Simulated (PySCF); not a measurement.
CH₄Cl₆Si₃, SMILES Cl[Si](C[SiH2][Si](Cl)(Cl)Cl)(Cl)Cl (GFN2-xTB optimised geometry):

```
14

Cl    -4.836    -0.708     1.582
Si    -2.977    -0.614     0.794
Cl    -2.586    -2.352    -0.159
Cl    -2.904     0.903    -0.537
C     -1.702    -0.328     2.182
Si     0.121    -0.788     1.824
Si     0.946     0.405     0.000
Cl     0.365    -0.386    -1.777
Cl     2.977     0.405     0.000
Cl     0.367     2.352     0.000
H     -1.740     0.723     2.472
H     -2.014    -0.889     3.062
H      0.880    -0.473     3.043
H      0.212    -2.234     1.596
```

Level of theory: CAM-B3LYP/def2-TZVP (PySCF).

Task: What are the frontier orbital energies and the dipole moment?

Result: HOMO-2 -10.54 eV, HOMO-1 -10.46 eV, HOMO -9.92 eV, LUMO 0.21 eV, LUMO+1 0.39 eV; dipole moment 2.27 D.

Meta-Löwdin charges at CAM-B3LYP/def2-TZVP: Cl1 -0.27, Si2 0.99, Cl3 -0.27, Cl4 -0.26, C5 -0.70, Si6 0.41, Si7 0.78, Cl8 -0.27, Cl9 -0.28, Cl10 -0.27, H11 0.15, H12 0.15, H13 -0.08, H14 -0.08.
